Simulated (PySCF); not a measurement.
## Re⁶⁶⁺ (rhenium, charge +66) across methods

[He] 2s2 2p5, 2P determinant. Computed with PySCF 2.14 in an even-tempered Gaussian basis (18 s from 44 bohr⁻², ratio 2.2; 13 p from 57 bohr⁻², ratio 2.2; 5 d from 230 bohr⁻², ratio 2.4; 5 f from 340 bohr⁻², ratio 2.4; 4 g from 510 bohr⁻², ratio 2.4), with scalar relativity by spin-free X2C-1e.

```
method   E (hartree)  mean ε 2s β (eV)  mean ε 2p α (eV)  mean ε 2p β (eV)  Σ⟨r²⟩ (bohr²)   ⟨S²⟩
   UHF  -10785.39994          -18358.2          -16919.6          -16884.1        0.04033  0.750
   PBE     -10786.24          -18174.4          -16743.7          -16714.9        0.04037  0.750
  PBE0     -10786.12          -18220.9          -16788.1          -16757.6        0.04036  0.750
  MN15     -10797.01          -18162.9          -16750.7          -16717.9        0.04038  0.750
M06-2X     -10787.31          -18261.0          -16834.4          -16802.1        0.04034  0.750
   LDA     -10775.90          -18161.0          -16737.3          -16705.6        0.04040  0.750
r2SCAN     -10786.70          -18196.5          -16765.3          -16734.8        0.04034  0.750
```

Spin-orbit coupling, absent here, splits the open shell strongly.
